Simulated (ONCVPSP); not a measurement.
## cobalt (Co): excitation energies, all-electron against ONCV

cobalt, optimised norm-conserving Vanderbilt (ONCV), made with ONCVPSP 4.0.1 (LDA (Perdew-Zunger), scalar-relativistic). Core [Ne], reference 3s2 3p6 3d7 4s2. Waves: 3s+4s: rc 1.50 bohr, ncon 4, nbas 7, qcut 7.2 1/bohr, 2 projectors; 3p: rc 1.25 bohr, ncon 4, nbas 8, qcut 13.7 1/bohr, 2 projectors, debl 3.8 Ha; 3d: rc 1.10 bohr, ncon 5, nbas 9, qcut 16.8 1/bohr, 2 projectors, debl 1.6 Ha. Local part: polynomial inside 0.70 bohr (lpopt 5, dvloc0 -1 Ha). Core correction: Teter function, fcfact 4.5, rcfact 1.5.

Energies are relative to the spin-unpolarised reference configuration 3s2 3p6 3d7 4s2; without spin polarisation the order of configurations can differ from experiment.

```csv
valence configuration,charge,ΔE all-electron (eV),error AE − PS (meV)
3s2 3p6 3d7 4s1,+1,9.296,-0.4
3s2 3p6 3d7 4s0,+2,26.380,-0.3
3s2 3p6 3d7 4s0 4p1,+1,14.748,-0.8
```

**Question.** What are ΔE and the potential's error for 3s2 3p6 3d6 4s0?

**Answer.** ΔE = 62.569 eV all-electron; the error (AE − PS) is -7.5 meV.

Levels in the configuration 3s2 3p6 3d7 4s0:

```json
{"level": "3s", "all-electron (eV)": "-121.032", "pseudo (eV)": "-121.026"}
{"level": "3p", "all-electron (eV)": "-84.690", "pseudo (eV)": "-84.683"}
{"level": "3d", "all-electron (eV)": "-27.392", "pseudo (eV)": "-27.401"}
```
